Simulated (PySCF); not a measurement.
Atom-mapped SMILES (the numbers label the heavy atoms): `[CH3:1][Si@@H:2]1[SiH2:3][SiH2:4][Si@@H:5]1[CH:6]1[CH2:7][CH2:8]1`. Each H is labelled by its parent atom. Ha(Si3), Ha(Si4) are cis to C1 on the ring; Ha(C7), Ha(C8) are cis to Si5 on the ring; Hb(Si3), Hb(Si4) are trans to C1 on the ring; Hb(C7), Hb(C8) are trans to Si5 on the ring.

Computational details: σ from GIAO-PBE0/pcSseg-1, geometry: PBE0-D3(BJ)/def2-SVP, in PySCF 2.14.0 with density-fitted response routines (single conformer, no relativistic terms, averaged over atoms made equivalent by symmetry, fast rotation or ring inversion, in vacuum).

Referencing at the same level of theory: ¹³C (σ = 184.41 ppm), ¹H (σ = 31.27 ppm), ²⁹Si (σ = 351.99 ppm) vs TMS.

| atoms | nucleus | count | Hirshfeld charge | δ (ppm) |
| --- | --- | --- | --- | --- |
| Ha(C7) | ¹H | 1 | 0.04 | ? |
| C6 | ¹³C | 1 | -0.13 | -9.8 |
| Si3 | ²⁹Si | 1 | 0.13 | -89.3 |
| Ha(Si3) | ¹H | 1 | -0.07 | 3.87 |
| Hb(Si3) | ¹H | 1 | -0.07 | 4.10 |
| Ha(Si4) | ¹H | 1 | -0.07 | 3.62 |
| H(C6) | ¹H | 1 | 0.04 | -0.22 |
| Hb(Si4) | ¹H | 1 | -0.07 | ? |
| H(C1) | ¹H | 3 | 0.04 | ? |
| Ha(C8) | ¹H | 1 | 0.04 | 0.32 |
| Si5 | ²⁹Si | 1 | 0.17 | ? |
| Hb(C8) | ¹H | 1 | 0.05 | 0.84 |
| Si2 | ²⁹Si | 1 | 0.18 | -53.1 |
| C1 | ¹³C | 1 | -0.21 | -5.8 |
| C7 | ¹³C | 1 | -0.09 | ? |
| Si4 | ²⁹Si | 1 | 0.13 | -113.7 |
| H(Si5) | ¹H | 1 | -0.08 | 4.85 |
| C8 | ¹³C | 1 | -0.09 | ? |
| H(Si2) | ¹H | 1 | -0.08 | 4.44 |
| Hb(C7) | ¹H | 1 | 0.05 | 0.71 |

Problem. Estimate the values marked ?.

Solution. 
- C8: 6.4 ppm, three-membered-ring carbon; carbons of three-membered rings are unusually shielded
- C7: 5.1 ppm, three-membered-ring carbon; carbons of three-membered rings are unusually shielded
- Hb(Si4): 3.56 ppm, hydrogen on a silicon bonded to 2 Si, in a 4-membered ring
- H(C1): 0.54 ppm, hydrogen on a methyl carbon bonded to Si; an electropositive neighbour shields it, as in TMS itself
- Ha(C7): 0.36 ppm, hydrogen on a three-membered-ring carbon; cyclopropane-type protons are shielded by the ring
- Si5: -34.0 ppm, silicon bonded to C, 2 Si, H, in a 4-membered ring

Shifts are as computed. Against solution values, carbons near 30 ppm lie about +2 ppm off and those near 130 ppm about +5 ppm. Of 1309 compounds with measured shifts, 239 miss one by over three times the rms of a fit or turn the order of signals round; such compounds aren't used in these exercises.
